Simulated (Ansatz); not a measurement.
The same molecule with X = F, Cl, Br. Ansatz, PBE0-D4/def2-TZVP geometries, multiplicity 1. Each molecule was computed in one conformer, which needn't be the lowest.

Scalar relativity is left out up to krypton.

```json
{"X": "Cl", "molecule": "`CNBCl`", "mean X–B bond length / Å": "1.771", "size of the dipole moment (ωB97M-V/def2-TZVPP) / D": "2.84", "LUMO energy (ωB97M-V/def2-TZVPP) / eV": "2.13", "LUMO energy (PBE/def2-TZVPP) / eV": "-0.72"}
{"X": "Br", "molecule": "`CNBBr`", "mean X–B bond length / Å": "1.934", "size of the dipole moment (ωB97M-V/def2-TZVPP) / D": "3.08", "LUMO energy (ωB97M-V/def2-TZVPP) / eV": "1.93", "LUMO energy (PBE/def2-TZVPP) / eV": "-0.89"}
```

(1) Give the row for X = F, `CNBF`. (Best estimate.)

Results:

(1) Computed: 
| X | molecule | mean X–B bond length / Å | size of the dipole moment (ωB97M-V/def2-TZVPP) / D | LUMO energy (ωB97M-V/def2-TZVPP) / eV | LUMO energy (PBE/def2-TZVPP) / eV |
| --- | --- | --- | --- | --- | --- |
| F | `CNBF` | 1.340 | 2.46 | 2.39 | -0.06 |

From F to Br the mean X–B bond length rises at each step, by 0.594 Å in all; the LUMO energy (ωB97M-V/def2-TZVPP) falls at each step, by 0.46 eV in all; the LUMO energy (PBE/def2-TZVPP) falls at each step, by 0.83 eV in all. Bonds lengthen as the atom grows down the group. Dipoles are sizes alone, and their direction can turn along the series.
